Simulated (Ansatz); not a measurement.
Consider the hydrogenolysis of the Si–Br bond: `CO[Si](C)(N)Br` + H₂ → `CO[SiH](C)N` + HBr.

Gas-phase electronic energies from Ansatz, PBE0-D4/def2-TZVP geometries. CCSD(T)/CBS adds triple-zeta CCSD(T) − MP2 to the extrapolated MP2 energy (def2 sets, frozen cores). This one scheme is used for every species. Functionals use def2-TZVPP. B3LYP here is the variant with VWN-RPA as its local correlation; programs differ in this. For Br outer-core shells are correlated without core-valence functions, which leaves a few kJ/mol of doubt a bond. Scalar relativity is left out up to krypton. Each species was taken in one conformer, which may not be the lowest.

```csv
level,ΔE (kJ/mol),difference from CCSD(T)/CBS
r2SCAN-D4,103.5,2.4
PBE0-D4,99.2,-1.9
B3LYP-D4,97.3,-3.8
ωB97M-V,100.0,-1.1
B2PLYP,92.3,-8.8
PBE,91.0,-10.1
r2SCAN,101.6,0.5
PBE0,92.2,-8.9
B3LYP,84.3,-16.8
HF/def2-TZVPP,81.6,-19.5
MP2/def2-TZVPP,106.2,5.1
SCS-MP2/def2-TZVPP,97.1,-4.0
MP2/def2-QZVPP,110.0,8.9
HF/CBS(def2),80.7,-20.4
MP2/CBS(def2),113.3,12.2
CCSD/CBS(def2),97.0,-4.1
CCSD(T)/CBS,101.1,0
```

Largest T1 diagnostic among the species: 0.010.

The D4 term adds +13.0 kJ/mol with B3LYP and +7.0 kJ/mol with PBE0; it sums over pairs of atoms, weighted by their polarisabilities, and B3LYP, whose exchange is more repulsive, gets the larger term. In def2-TZVPP, CCSD(T) changes the Hartree–Fock value by +12.4 kJ/mol (the triples alone add +4.1 kJ/mol) and MP2 by +24.6 kJ/mol.
